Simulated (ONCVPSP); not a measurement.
# What one change does to a pseudopotential (chromium (Cr), ONCV)

ONCVPSP 4.0.1 input, shortened (lines: element, Z, core and valence counts, functional; n l f; lmax; l rc ep ncon nbas qcut; lloc lpopt rc5 dvloc0; l nproj debl; icmod fcfact rcfact), PBEsol, scalar-relativistic:

```
  Cr 24.00    3    4  -116133      upf
    1    0    2.00
    2    0    2.00
    2    1    6.00
    3    0    2.00
    3    1    6.00
    3    2    5.00
    4    0    1.00
    2
    0    1.55    0.00    5    9    8.80
    1    0.90    0.00    5    8    9.70
    2    1.90    0.00    3    7    6.50
    4    5    0.70    1.00
    0    2    1.50
    1    2    2.10
    2    1    0.40
    3    2.75    1.35
```

Change: all radii but the core radius scaled by about 1.33 (s 2.06, p 1.20, d 2.52 bohr); local potential polynomial inside 0.92 bohr (lpopt 5, dvloc0 1 Ha).

Cutoffs: the cutoffs (Ha) at which the residual kinetic energy of the hardest occupied pseudo-wave falls to 1 and 0.1 mHa per electron; they do not see the model core or the augmentation charge, which bear on the density cutoff. Errors are all-electron minus pseudo energies relative to the spin-unpolarised reference configuration.

Q: How do hardness, ghosts and transferability respond?

A: The potential gets softer (52 Ha and 186 Ha → 25 Ha and 45 Ha); of the 3 tests that both files solve, the error grows in 2 and shrinks in 1 by more than 15 % and 0.3 meV (median size 11.3 → 7.8 meV); neither file shows a bound ghost. A larger radius leaves more room for a smooth pseudo-wave, so fewer plane waves are needed.

```tsv
quantity	base	changed
cutoff, loose	52 Ha	25 Ha
cutoff, tight	186 Ha	45 Ha
loose cutoff by channel	s 27 Ha, p 52 Ha, d 19 Ha	s 15 Ha, p 25 Ha, d 16 Ha
bound ghosts	none	none
GHOST(+) flags under 300 eV	s at 256.2 eV	none
tests with a reliable result	3 of 4	3 of 4
error for 3s2 3p6 3d5 4s0, meV [ΔE 6.87 eV]	+11	+17
error for 3s2 3p6 3d4 4s0, meV [ΔE 22.89 eV]	-18	-7.8
error for 3s2 3p6 3d5 4s0 4p1, meV [ΔE 3.14 eV]	+3.0	+3.5
rms error of d²Exc/dni dnj with the model core, mHa	1.32	3.04
```
